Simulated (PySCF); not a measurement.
## Bond length, frequency and bond energy of GdN by level of theory

State: octet, about 7.2 electrons in the 4f shell (Mulliken). Set-up: PySCF, spin-free X2C with a Gaussian nucleus, basis sets Gd x2c-SVPall, N x2c-SVPall. De refers to Gd (4f7 5d1 6s2) + N in their high-spin ground configurations, without counterpoise correction. The functionals are run spin-unrestricted. A positive dipole means Gd(−)N(+). Levels whose curve was spin-contaminated or gave no clean fit are not listed.

```
       Level  Re (Å)  ωe (cm⁻¹)  De (eV)  μ (D)  CPU s a point (SCF and correlation, without the integrals)
        ROHF   1.747        953      n/a  -8.87                                                           9
    ROHF-MP2   1.796        819      n/a    n/a                                                          12
ROHF-SCS-MP2   1.797        820      n/a    n/a                                                         n/a
         PBE   1.779        787     5.59  -5.58                                                          10
      r²SCAN   1.773        798     4.70  -5.84                                                         7.7
        PBE0   1.749        876     4.35  -7.04                                                         8.5
```

The bond length runs from 1.747 Å (ROHF) to 1.797 Å (ROHF-SCS-MP2). De spans 4.35 eV (PBE0, global hybrid GGA) to 5.59 eV (PBE, GGA).

Correlated steps freeze 19 core orbitals. These are scalar-relativistic numbers at best; spin–orbit coupling would shift them, the dissociation energy most. UHF is strongly spin-contaminated for GdN, so the ROHF reference used there is far from stable. The state is the lowest single determinant that the PBE0 search found; with open d or f shells the true ground state can be another one.

The whole job (state search and all levels along the bond) took about 19 min on 2 threads of Arm Neoverse V1 (shared host), peak memory 3 GiB.
